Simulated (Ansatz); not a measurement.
C$_{4}$H$_{7}$ (SMILES [CH-]=C(C)C), charge -1, singlet, geometry from GFN2-xTB (a gas-phase anion, which may not be bound at this level); MP2/STO-3G (Ansatz, a program for electronic structure).

Here is a job for Ansatz.
Ansatz 0.2 input:
```yaml
crystal:
  periodic: [false, false, false]
  atoms:
    - {symbol: C, position_ang: [-0.01707892, 0.13768366, 1.56711869]}
    - {symbol: C, position_ang: [-0.00258751, 0.01589936, 0.23872691]}
    - {symbol: H, position_ang: [-0.01937530, -0.90033578, 2.05551585]}
    - {symbol: C, position_ang: [0.00330867, 1.25366579, -0.64010594]}
    - {symbol: H, position_ang: [-0.00577892, 2.15256181, -0.02325221]}
    - {symbol: H, position_ang: [0.89326881, 1.29293502, -1.28777368]}
    - {symbol: H, position_ang: [-0.87285877, 1.28799033, -1.30658702]}
    - {symbol: C, position_ang: [0.01031081, -1.25397826, -0.63835837]}
    - {symbol: H, position_ang: [0.00619538, -2.15281432, -0.01577716]}
    - {symbol: H, position_ang: [-0.86732463, -1.30245721, -1.30263128]}
    - {symbol: H, position_ang: [0.90215513, -1.29750313, -1.28378223]}
basis:
  gaussian:
    orbitals: STO-3G
total_charge: -1
magnetization: {spin_polarized: false}
correlation: {method: mp2, electrons: outside_noble_gas}
accuracy: high
```

What the program printed (banner, timings and long lists left out):

```
Functional definition: HF
561 factors; integrals over basis functions are off by at most 1.4e-9 eV
mean field evaluation 1: about -4170.3000 eV, gradient 3.2e1 eV
mean field evaluation 2: about -4170.5188 eV, gradient 3.2e1 eV
mean field evaluation 4: about -4174.3603 eV, gradient 3.0e0 eV
mean field evaluation 8: about -4174.4311 eV, gradient 7.8e-2 eV
mean field -4174.43113980 eV, -153.4075148567 hartree, gradient 6.7e-9 eV, S^2 0.000000; 0 other end points of the search recorded, 0 dependent functions left out
4 core orbitals not correlated
reference -4174.43113980 eV, -153.4075148567 hartree; 12, 12 occupied and 11, 11 virtual orbitals, 561 factors
second order -5.62479758 eV of doubles, -0.00000000 eV of singles
Total energy: -4180.05593738 eV, -153.6142223550 hartree
```
